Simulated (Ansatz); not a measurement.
System: CHBr$_{2}$F, charge 0, singlet. CHBr2F (dibromo(fluoro)methane, SMILES BrC(Br)F).
B3LYP-D3(BJ)/def2-TZVP minimum from Ansatz (a program for electronic structure):
```xyz
5

F     -0.0633     1.7759    -0.5915
C     -0.0381     0.7468     0.2759
Br     1.6286    -0.2389     0.0694
Br    -1.6036    -0.3777    -0.0016
H     -0.0764     1.1167     1.2938
```

Total energies in hartree (Ansatz). Radicals and triplets start from unrestricted determinants; spin-orbit coupling is neglected. Cores are frozen in correlated methods (noble-gas shells, and filled d and f shells in the p block). No relativity. For partners of very few electrons the exact lower level stands in for a higher one. Spin-orbit terms, left out, reach several kcal/mol for Br and I, and more for heavier atoms.

| species | HF/cc-pVTZ | CCSD(T)/cc-pVTZ | HF/cc-pVQZ | CCSD(T)/cc-pVQZ | CCSD(T)/cc-pVDZ | CCSDT(Q)/cc-pVDZ |
|---|---|---|---|---|---|---|
| 1: CHBr2F (SMILES FC(Br)Br) | -5282.84272 | -5283.64471 | -5282.85965 | -5283.73229 | -5283.23752 | -5283.23952 |
| 2: F (doublet) | -99.40552 | -99.62036 | -99.41377 | -99.65026 | -99.52757 | -99.52776 |
| 3: C (triplet) | -37.69157 | -37.78076 | -37.69331 | -37.78654 | -37.76038 | -37.76071 |
| 4: Br (doublet) | -2572.44509 | -2572.60263 | -2572.44802 | -2572.62195 | -2572.47590 | -2572.47619 |
| 5: H (doublet) | -0.49981 | -0.49981 | -0.49995 | -0.49995 | -0.49928 | -0.49928 |

Question: Work out the atomisation energy (electronic, to ground-state atoms) in kJ/mol: take Hartree-Fock from cc-pVQZ, extrapolate the CCSD(T) correlation energy as X^-3 (X = 3, 4), and add CCSDT(Q) - CCSD(T) in cc-pVDZ. 1 hartree = 2625.5 kJ/mol.

Answer: 
Species 1: correlation (64·(-0.87264) - 27·(-0.80199))/37 = -0.92420; step -0.00200; E1 = -5282.85965 + (-0.92420) + (-0.00200) = -5283.78585
Species 2: correlation (64·(-0.23649) - 27·(-0.21484))/37 = -0.25229; step -0.00019; E2 = -99.41377 + (-0.25229) + (-0.00019) = -99.66625
Species 3: correlation (64·(-0.09323) - 27·(-0.08919))/37 = -0.09618; step -0.00033; E3 = -37.69331 + (-0.09618) + (-0.00033) = -37.78982
Species 4: correlation (64·(-0.17393) - 27·(-0.15754))/37 = -0.18589; step -0.00029; E4 = -2572.44802 + (-0.18589) + (-0.00029) = -2572.63420
Species 5: correlation (64·(0.00000) - 27·(0.00000))/37 = 0.00000; step +0.00000; E5 = -0.49995 + (0.00000) + (+0.00000) = -0.49995
-1·E1 +1·E2 +1·E3 +2·E4 +1·E5 = 0.56143 hartree = 1474.0 kJ/mol.
